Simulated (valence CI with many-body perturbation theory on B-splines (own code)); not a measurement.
Values are calculated unless marked as measured or tabulated.
## Hyperfine factors and g values of Pt LXIII

Method: valence CI with perturbative core correlation (CI+MBPT): six valence electrons over a frozen Dirac-Fock core [Ne], radial functions for each j: 9 s, 9 p, 8 d, 6 f, 3 g, 1 h, with the one-electron correlation potential Σ1, the two-electron term Σ2, the three-electron term Σ3, Breit, model QED; selected CI, second order for the rest, scaled by the run's own slope (own B-spline code, finite nucleus).

No measured spectrum was set against this ion. As an estimate, large intervals hold to a few tenths of a per cent, small ones and those within an open d or f shell to about a per cent. Among the levels kept, up to 1000 cm⁻¹ of a level comes from second order outside the variational space, and about a tenth of that is noise between levels of different J, which matters for small intervals.

A/g_I is the dipole constant over the nuclear g factor μ/I (μ in nuclear magnetons, uniformly magnetised nucleus), B/Q the quadrupole constant per barn. Both hold the static response of the core; the bare values leave it out. Large factors of s and p1/2 electrons are usually good to 5 to 10 %; those of open d and f shells near neutrality can be off by tens of per cent, and small factors of p3/2, d and f electrons come from cancelling terms and can be off by a factor of two or in sign, in half-filled shells by more. B is blank for J = 1/2, where it vanishes, and for nearly pure S terms. Energies count from the lowest level. Levels with J = 0 are left out.

Levels are named by their leading jj configuration (3d3/2^4 stands for four electrons in 3d with j = 3/2), which in mixed levels can hold well under half, so a name can repeat and another be missing. Letters in brackets count levels of one name in rising energy.

```tsv
Level	E (× 10³ cm⁻¹)	g	A/g_I (MHz)	A/g_I bare	B/Q (MHz/b)	B/Q bare
(3s^2 3p1/2^2 3p3/2^2) J=2	0.00	1.327	250000	249000	30100	29700
(3s^2 3p1/2^2 3p3/2 3d3/2) J=2	2027.3	1.041	192000	193000	-3510	-3260
(3s^2 3p1/2^2 3p3/2 3d3/2) J=1	2102.4	1.094	183000	185000	-228000	-227000
(3s^2 3p1/2^2 3p3/2 3d3/2) J=3	2105.7	1.079	189000	191000	554000	550000
(3s^2 3p1/2^2 3p3/2 3d5/2) J=4	2889.7	1.246	125000	126000	568000	564000
(3s^2 3p1/2^2 3p3/2 3d5/2) J=2	2952.3	1.227	76600	79700	-326000	-322000
(3s^2 3p1/2^2 3p3/2 3d5/2) J=3	3112.0	1.203	112000	114000	-23900	-21100
(3s^2 3p1/2^2 3p3/2 3d5/2) J=1	3211.2	1.054	-95900	-89600	72500	72700
(3s^2 3p1/2 3p3/2^3) J=1	3617.8	1.488	-283000	-274000	-253000	-250000
(3s^2 3p1/2 3p3/2^3) J=2	3699.1	1.143	791000	779000	-538000	-531000
(3s^2 3p1/2^2 3d3/2^2) J=2	4141.9	0.755	135000	138000	4030	4210
(3s^2 3p1/2^2 3d3/2 3d5/2) J=3	5043.6	1.071	77300	80800	23600	24400
(3s^2 3p1/2^2 3d3/2 3d5/2) J=2	5139.1	1.167	63400	66900	-43000	-44100
(3s^2 3p1/2^2 3d3/2 3d5/2) J=4	5181.2	1.056	84800	88400	142000	146000
(3s^2 3p1/2^2 3d3/2 3d5/2) J=1	5182.6	1.504	-180	2830	29200	30200
(3s 3p1/2^2 3p3/2^3) J=2	5230.8	1.466	1750000	1720000	-470000	-464000
(3s 3p1/2^2 3p3/2^3) J=1	5403.7	1.187	-1000000	-976000	-189000	-187000
(3s^2 3p1/2 3p3/2^2 3d3/2) J=2 [a]	5560.5	1.025	422000	419000	-268000	-265000
(3s^2 3p1/2 3p3/2^2 3d3/2) J=1 [a]	5587.4	0.994	455000	450000	-80300	-80200
(3s^2 3p1/2 3p3/2^2 3d3/2) J=3 [a]	5629.6	1.065	412000	409000	9490	10500
(3s^2 3p1/2 3p3/2^2 3d3/2) J=4	5696.8	1.039	476000	472000	88400	90800
(3s^2 3p1/2 3p3/2^2 3d3/2) J=2 [b]	5814.4	0.806	647000	640000	298000	297000
(3s^2 3p1/2 3p3/2^2 3d3/2) J=3 [b]	5933.4	1.166	84600	87900	56700	57000
(3s^2 3p1/2 3p3/2^2 3d3/2) J=2 [c]	5998.8	1.242	420000	417000	-28600	-30000
(3s^2 3p1/2^2 3d5/2^2) J=4	6022.5	1.173	57500	60500	71200	73800
(3s^2 3p1/2 3p3/2^2 3d3/2) J=1 [b]	6050.9	1.467	240000	240000	193000	191000
(3s^2 3p1/2^2 3d5/2^2) J=2	6103.6	1.202	56000	59500	-43600	-45100
(3s^2 3p1/2 3p3/2^2 3d3/2) J=1 [c]	6159.7	0.909	-503000	-487000	-118000	-116000
(3s^2 3p1/2 3p3/2^2 3d5/2) J=3 [a]	6387.4	1.307	-147000	-140000	66800	67800
(3s^2 3p1/2 3p3/2^2 3d5/2) J=4 [a]	6388.8	1.293	-66800	-61500	169000	170000
(3s^2 3p1/2 3p3/2^2 3d5/2) J=4 [b]	6496.8	1.173	401000	398000	21300	22700
(3s^2 3p1/2 3p3/2^2 3d5/2) J=5	6522.8	1.185	367000	364000	110000	112000
(3s^2 3p1/2 3p3/2^2 3d5/2) J=1	6528.5	0.888	1030000	1010000	14300	14400
(3s^2 3p1/2 3p3/2^2 3d5/2) J=2	6683.4	1.273	-284000	-274000	444000	440000
```

Task: Take the isotope of mass number 195, with I = 1/2, μ = 0.6073 μN. What is the hyperfine structure of (3s^2 3p1/2^2 3p3/2 3d3/2) J=3?

Result: From the table A = 230000 MHz. Shifts from the centre of gravity in MHz: F = 5/2: -460000, F = 7/2: 345000.
